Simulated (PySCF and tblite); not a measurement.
Values are calculated unless marked as measured or tabulated.
Stationary points of C5H4O2 at PBE0-D3(BJ)/def2-SVP, in Å:

Structure A

```
 1 O     2.545   -0.164    1.086
 2 C     1.914    0.033    0.084
 3 C     0.425    0.094    0.034
 4 C    -0.473   -1.008   -0.163
 5 C    -1.726   -0.474   -0.137
 6 O    -1.666    0.857    0.054
 7 C    -0.368    1.198    0.155
 8 H     2.433    0.172   -0.900
 9 H    -0.211   -2.055   -0.295
10 H    -2.719   -0.904   -0.233
11 H    -0.153    2.251    0.316
```

Structure B

```
 1 O     2.537   -0.970    0.222
 2 C     1.893    0.044    0.105
 3 C     0.434    0.085    0.014
 4 C    -0.473   -1.027    0.045
 5 C    -1.715   -0.491   -0.071
 6 O    -1.642    0.861   -0.171
 7 C    -0.351    1.203   -0.120
 8 H     2.394    1.045    0.058
 9 H    -0.202   -2.075    0.143
10 H    -2.715   -0.915   -0.099
11 H    -0.121    2.264   -0.188
```

Structure C

```
 1 O     2.591    0.956    0.433
 2 C     1.897    0.032    0.084
 3 C     0.432    0.068    0.039
 4 C    -0.476   -0.970   -0.361
 5 C    -1.722   -0.444   -0.226
 6 O    -1.647    0.833    0.224
 7 C    -0.356    1.138    0.382
 8 H     2.348   -0.942   -0.237
 9 H    -0.224   -1.972   -0.703
10 H    -2.722   -0.830   -0.402
11 H    -0.116    2.135    0.742
```

The path came from a restrained scan, a climbing-image band and a saddle search at GFN2-xTB; energies are B3LYP/pcSseg-1 + D3(BJ)//PBE0-D3(BJ)/def2-SVP, thermal terms GFN2-xTB.

**Question.** Which structure is a saddle point, and along which motion?

**Answer.** A: one imaginary mode (150i cm⁻¹ at GFN2-xTB, mostly on O1, H8, C2), along the rotation about the C3–C2 bond (torsion C4–C3–C2–O1 from 180° to 360°, rising).

**Question.** Give their symmetry and energies above the lowest.

**Answer.** A C1, 9.9 kcal/mol; B Cs, 0.0 kcal/mol; C Cs, 0.8 kcal/mol.
